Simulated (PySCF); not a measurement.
2-hydroxyethyl prop-2-enoate (C5H8O3), SMILES C=CC(=O)OCCO.

Geometry: PBE0-D3(BJ)/def2-SVP. Other conformers were not sampled.

Two levels are set side by side: TDA-PBE/def2-SVPD (PySCF) and TDA-LC-ωPBE/def2-SVPD (PySCF). Vertical, same geometry. The lowest singlet is HOMO→LUMO 89 % with PBE and HOMO−1→LUMO 79 % with the other functional; states are paired by order. Differences are taken from unrounded values.

```csv
quantity,TDA-LC-ωPBE
lowest singlet excitation (eV),5.31
lowest triplet excitation (TDA) (eV),3.74
```

Problem. What does TDA-PBE give, and how far is it from TDA-LC-ωPBE? (The exact figures need the calculation; the answer reports its results.)

Solution. 
```tsv
quantity	TDA-PBE	TDA-PBE minus TDA-LC-ωPBE
lowest singlet excitation (eV)	4.18	-1.14
lowest triplet excitation (TDA) (eV)	3.86	0.12
```

A lower first singlet is the usual sign of a functional without exact exchange. Differences between two approximate levels are no errors against the true value.

Rough cost on one machine, each run with all the roots and properties that it gave: TDA-LC-ωPBE against TDA-PBE about 4 times.
